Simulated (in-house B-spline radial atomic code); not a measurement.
KLI/ALDAx excitations of neutral zinc

Method: KLI/ALDAx. Computed with an all-electron radial atomic-structure program (B-spline basis): linear response of the closed shell [Ar] 3d10 4s2 with the adiabatic LDA exchange kernel on the exchange-only KLI potential; scalar-relativistic (spin-free one-electron X2C), finite nucleus, no spin-orbit coupling, no double excitations, S, P, D and F terms only; shells from n = 2 respond. Only terms of natural parity with L up to 3 were computed.

Command:
```bash
python run_td.py task.json out
```
Settings (radii: box in bohr, nucleus in fm):
```
Z                        30
electrons                30
configuration            [Ar] 3d10 4s2
hamiltonian              x2c
method                   kli
box_radius               75
rms_radius               3.9283
intervals                114
```

Run time, properties included: 2.3 s on 1 thread of Intel(R) Xeon(R) Platinum 8259CL CPU @ 2.50GHz (Skylake/Cascade Lake), on a shared host.

The lowest states, in the order of their Tamm-Dancoff energies; the method's threshold (minus the highest occupied level) is 8.110 eV. Labels give the largest channel, * marks a mixed state, and oscillator strengths are full-response dipole values. Measured ¹D terms are left out, since they can mix with doubly excited terms. Semilocal kernels can invert the small singlet-triplet splittings of Rydberg terms. Energies in eV:

| state | full response | Tamm-Dancoff | oscillator strength | measured (J-weighted term) |
| --- | --- | --- | --- | --- |
| 4s → 4p 3P | 3.392 | 3.563 | - | 4.054 |
| 4s → 4p 1P | 5.178 | 5.316 | 1.21 | 5.796 |
| 4s → 5s 3S | ? | ? | - | ? |
| 4s → 5s 1S | 5.830 | 5.850 | - | 6.917 |
| 4s → 5p 3P | 6.357 | 6.374 | - | - |
| 4s → 4d 3D | 6.435 | 6.443 | - | 7.783 |
| 4s → 4d 1D | 6.533 | 6.534 | - | - |
| 4s → 5p 1P | 6.696 | 6.746 | 0.18 | - |
| 4s → 6s 3S | 6.844 | 6.847 | - | - |
| 4s → 6s 1S | 6.968 | 6.974 | - | - |
| 4s → 6p 3P | 7.173 | 7.178 | - | - |
| 4s → 5d 3D | 7.204 | 7.207 | - | 8.503 |
| 4s → 4f 3F | 7.243 | 7.244 | - | - |
| 4s → 5d 1D | 7.244 | 7.244 | - | - |
| 4s → 4f 1F | 7.245 | 7.246 | - | - |
| 4s → 6p 1P | 7.294 | 7.314 | 0.0521 | - |
| 4s → 7s 3S | ? | ? | - | - |

Q: Where does 4s → 7s 3S lie?

A: At 7.370 eV in full response, 7.372 eV in Tamm-Dancoff.

Q: Where does 4s → 5s 3S lie?

A: At 5.404 eV in full response, 5.419 eV in Tamm-Dancoff; measured 6.654 eV.

Q: How large is the singlet-triplet splitting of 4s → 4p (P terms) in Tamm-Dancoff?

A: 1.75 eV, from the unrounded values.

Q: What polarisabilities and dispersion coefficient does the method give?

A: Dipole 43.59 bohr³, quadrupole 423.7 bohr⁵, C6 325.1 hartree·bohr⁶ for two such species. Recommended dipole value: 38.67 ± 0.3 bohr³ (Schwerdtfeger and Nagle, table of static dipole polarizabilities (2023 update)), which includes relativity and correlation.
